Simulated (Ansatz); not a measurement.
Basis sets compared for PbF2. Total charge 0; singlet. Geometry PBE0-D4/def2-TZVP. Ansatz on 4 threads of Arm Neoverse V1 on a shared host; times are rough, and most runs start from earlier orbitals.

Cartesian coordinates in Å:
```
Pb -0.1147 0.4058 -0.8025
F 0.9271 -1.2582 -0.2567
F -0.8124 0.8524 1.0592
```

In the def2 sets Pb takes a core potential; there is no spin–orbit coupling. The structure comes from a short search, and lower isomers may exist.

Binding counts from free atoms (Pb triplet, F doublet) in the same basis, without a counterpoise term.

```csv
level,functions,energy (Eh),HOMO (eV),LUMO (eV),binding per atom (eV),wall time
PBE-D4/def2-SVP,54,-392.3067,-7.15,-3.20,3.34,0.35 s
PBE-D4/def2-TZVP,112,-392.5827,-7.57,-3.44,3.44,0.65 s
r2SCAN-D4/def2-TZVP (with forces),112,-392.7412,-7.93,-3.28,3.26,1.5 s
PBE0-D4/def2-SVP,54,-392.2651,-8.66,-2.60,3.03,0.45 s
PBE0-D4/def2-TZVP,112,-392.5375,-9.01,-2.79,3.16,1.4 s
```

Task: Estimate the rows for PBE-D4/def2-TZVPD, r2SCAN-D4/def2-TZVPD, PBE0-D4/def2-TZVPD.

Result: 
| level | functions | energy (Eh) | HOMO (eV) | LUMO (eV) | binding per atom (eV) | wall time |
| --- | --- | --- | --- | --- | --- | --- |
| PBE-D4/def2-TZVPD | 136 | -392.5869 | -7.71 | -3.53 | 3.46 | 0.85 s |
| r2SCAN-D4/def2-TZVPD | 136 | -392.7445 | -8.02 | -3.33 | 3.28 | 1.8 s |
| PBE0-D4/def2-TZVPD | 136 | -392.5409 | -9.11 | -2.86 | 3.17 | 1.3 s |
